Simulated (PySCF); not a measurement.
C2H4BFO2, SMILES COB(F)C=O. Atoms are numbered in the order given.

```xyz
10

C      0.0799    -1.9722     0.0000
O     -0.8489    -0.8944     0.0000
B     -0.5528     0.4055     0.0000
F     -1.5662     1.2750     0.0000
C      0.9263     1.0741     0.0000
O      1.9686     0.4541     0.0000
H      1.1167    -1.6124     0.0000
H     -0.1045    -2.5881     0.8929
H     -0.1045    -2.5881    -0.8929
H      0.9573     2.1973     0.0000
```

The structure is a stationary point at ωB97X-D3(BJ)/def2-SVP. The structure was generated by enumeration, and PubChem lists no compound with its InChIKey, so it may never have been made. The values are those of a single conformer.

The numbers are results of ωB97X-D3(BJ)/def2-SVP (PySCF), not measurements.

No scaling factor is applied to the harmonic values.

Task: Give all harmonic wavenumbers and intensities. (Estimate from the structure and the level; the computed values follow.)

Result: 
| mode | ν (cm⁻¹) | IR (km/mol) | Raman (Å⁴/amu) | depolarisation | moving atoms (share of kinetic energy) |
|---|---|---|---|---|---|
| 1 | 64 | 11.3 | 2.2 | 0.75 | H 57 %, C 24 %, O 15 % |
| 2 | 95 | 5.5 | 1.5 | 0.75 | H 69 %, O 17 %, C 11 % |
| 3 | 164 | 2.4 | 0.1 | 0.75 | O 49 %, H 19 %, C 16 %, F 16 % |
| 4 | 227 | 14.3 | 0.5 | 0.68 | O 52 %, C 26 %, H 11 % |
| 5 | 276 | 0.1 | 0.2 | 0.62 | O 36 %, C 27 %, H 19 %, F 10 % |
| 6 | 397 | 7.9 | 1.4 | 0.66 | F 39 %, O 33 %, C 24 % |
| 7 | 485 | 27.8 | 1.1 | 0.75 | B 67 %, H 19 % |
| 8 | 578 | 31.5 | 2.5 | 0.19 | F 46 %, O 20 %, C 19 %, B 12 % |
| 9 | 744 | 31.2 | 5.1 | 0.20 | C 56 %, O 26 %, H 16 % |
| 10 | 964 | 10.8 | 6.0 | 0.75 | H 46 %, C 34 %, B 16 % |
| 11 | 1104 | 69.2 | 2.6 | 0.60 | C 37 %, O 37 %, B 18 % |
| 12 | 1199 | 0.4 | 2.1 | 0.75 | H 78 %, C 18 % |
| 13 | 1203 | 12.6 | 3.5 | 0.75 | H 71 %, C 18 % |
| 14 | 1302 | 148.6 | 2.0 | 0.65 | B 52 %, H 19 %, F 19 % |
| 15 | 1432 | 26.7 | 5.5 | 0.71 | H 65 %, C 12 %, B 11 %, O 11 % |
| 16 | 1451 | 163.0 | 6.3 | 0.50 | H 66 %, B 16 %, C 13 % |
| 17 | 1489 | 6.2 | 23.3 | 0.68 | H 97 % |
| 18 | 1500 | 5.3 | 13.0 | 0.75 | H 96 % |
| 19 | 1572 | 363.1 | 2.2 | 0.23 | B 47 %, O 27 %, H 24 % |
| 20 | 1851 | 65.0 | 8.7 | 0.56 | C 60 %, O 38 % |
| 21 | 2913 | 128.7 | 182.5 | 0.31 | H 92 % |
| 22 | 3081 | 45.8 | 140.8 | 0.04 | H 97 % |
| 23 | 3176 | 16.3 | 85.2 | 0.75 | H 90 %, C 10 % |
| 24 | 3213 | 0.2 | 29.6 | 0.74 | H 90 %, C 10 % |
